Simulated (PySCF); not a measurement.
A run for PySCF: R-HF/STO-3G on BBr, 2S+1 = 1, a spin state set in the input, which need not be the lowest, a point of a bond scan (R = 1.762 Å).

```python
from pyscf import gto, scf, dft, mp
from pyscf.data.elements import chemcore

mol = gto.M(
    atom='''
    B     0.00000000    0.00000000    0.00000000
    Br    0.00000000    0.00000000    1.76152100
    ''',
    basis='sto-3g',
    charge=0, spin=0, verbose=3, max_memory=1800)
mf = scf.RHF(mol)
mf.conv_tol = 1e-8
mf.max_cycle = 100
mf.kernel()
if not mf.converged:
    mf = mf.newton().run(mf.mo_coeff, mf.mo_occ)
```

Program output:

```
converged SCF energy = -2568.92413724082
```

Self-consistency was reached.

Cost: very roughly 0.15 core-seconds.
